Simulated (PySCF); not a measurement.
PySCF job for ClH2Si, SMILES Cl[SiH2] (connectivity only; charge and spin as stated), charge +1, multiplicity 1, PBE0/pcSseg-2. Coordinates come from a PBE-D3(BJ)/def2-TZVP optimisation. The spin state was assumed, not searched. The isomer is the one that the SMILES or the coordinates give; other isomers of the formula were not compared.

```python
import numpy as np
from pyscf import gto, scf, dft
from pyscf.prop.nmr import rks as nmr

mol = gto.M(
    atom='''
    Si    0.00000000    0.00000000   -0.96839033
    Cl    0.00000000   -0.00000000    0.99331895
    H     0.00000000   -1.30832943   -1.66447879
    H     0.00000000    1.30832942   -1.66447879
    ''',
    basis='pcSseg-2',
    charge=1,
    spin=0,
    max_memory=1600,
    verbose=3,
)
mf = dft.RKS(mol, xc='pbe0')
mf.grids.level = 3
mf.conv_tol = 1e-10
mf.max_cycle = 100
mf.kernel()
n = nmr.NMR(mf)
n.verbose = 2
n.max_cycle_cphf = 60
sigma = n.kernel()
print('atom   isotropic/ppm   span/ppm')
for i, s in enumerate(sigma):
    w = np.linalg.eigvalsh((s + s.T) / 2)
    print(f'{mol.atom_symbol(i):2s}{i + 1:3d} {w.mean():14.3f} {w[2] - w[0]:11.3f}')
```

It prints:

```
converged SCF energy = -750.352769900285
atom   isotropic/ppm   span/ppm
Si  1        106.235     275.408
Cl  2        541.510     842.037
H   3         23.420       7.676
H   4         23.420       7.676
```

The run converged.

Cost: about 12 core-seconds (a rough figure).
